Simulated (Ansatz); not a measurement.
SnEt3F (C₆H₁₅FSn). Charge 0, multiplicity 3. Geometry PBE0-D4/def2-SVP, that of the neutral singlet; atoms count from 1.

| atom | x (Å) | y (Å) | z (Å) |
| --- | --- | --- | --- |
| Sn1 | -0.004 | -0.007 | 0.021 |
| C2 | -1.630 | 1.369 | -0.305 |
| C3 | -2.916 | 0.904 | 0.367 |
| H4 | -1.760 | 1.490 | -1.393 |
| H5 | -1.306 | 2.348 | 0.084 |
| H6 | -3.734 | 1.629 | 0.227 |
| H7 | -3.263 | -0.059 | -0.041 |
| H8 | -2.775 | 0.765 | 1.450 |
| C9 | 1.964 | 0.783 | -0.360 |
| C10 | 2.252 | 2.031 | 0.464 |
| H11 | 2.048 | 0.981 | -1.441 |
| H12 | 2.681 | -0.022 | -0.131 |
| H13 | 3.274 | 2.407 | 0.292 |
| H14 | 1.558 | 2.851 | 0.217 |
| H15 | 2.149 | 1.833 | 1.542 |
| C16 | -0.342 | -2.012 | -0.691 |
| C17 | 0.673 | -3.000 | -0.133 |
| H18 | -0.321 | -1.988 | -1.794 |
| H19 | -1.369 | -2.285 | -0.402 |
| H20 | 0.472 | -4.029 | -0.475 |
| H21 | 1.700 | -2.750 | -0.444 |
| H22 | 0.661 | -3.010 | 0.968 |
| F23 | -0.012 | -0.229 | 1.976 |

In the def2 sets Sn takes a core potential; there is no spin–orbit coupling. At PBE0-D4/def2-TZVP a singlet of charge 0 lies 5.86 eV below the triplet at the same geometry.

Estimate the Mulliken populations from the PBE0/def2-TZVP orbitals of Ansatz.


| atom | charge (e) | spin (α − β) |
| --- | --- | --- |
| Sn1 | 0.48 | 0.87 |
| C2 | -0.27 | 0.05 |
| C3 | -0.38 | 0.00 |
| H4 | 0.08 | 0.05 |
| H5 | 0.09 | 0.06 |
| H6 | 0.13 | 0.01 |
| H7 | 0.10 | 0.03 |
| H8 | 0.14 | 0.01 |
| C9 | -0.23 | 0.09 |
| C10 | -0.41 | 0.03 |
| H11 | 0.08 | 0.06 |
| H12 | 0.08 | 0.04 |
| H13 | 0.14 | 0.03 |
| H14 | 0.12 | 0.01 |
| H15 | 0.15 | 0.01 |
| C16 | 0.07 | 0.29 |
| C17 | -0.41 | 0.02 |
| H18 | 0.05 | 0.12 |
| H19 | 0.06 | 0.11 |
| H20 | 0.16 | 0.06 |
| H21 | 0.12 | 0.04 |
| H22 | 0.15 | 0.02 |
| F23 | -0.50 | 0.02 |
Mulliken values depend strongly on the basis.

Where does the spin sit?

Summed by element: Sn 0.87, C 0.48, H 0.63, F 0.02, of 2 unpaired in all. Largest on single atoms: Sn1 0.87, C16 0.29, H18 0.12.

And the Mayer bond orders between heavy atoms (over 0.3)?

Sn1–C2 0.34 (2.15 Å); Sn1–F23 0.73 (1.97 Å); C2–C3 1.01 (1.52 Å); C9–C10 0.97 (1.52 Å); C16–C17 1.01 (1.52 Å).
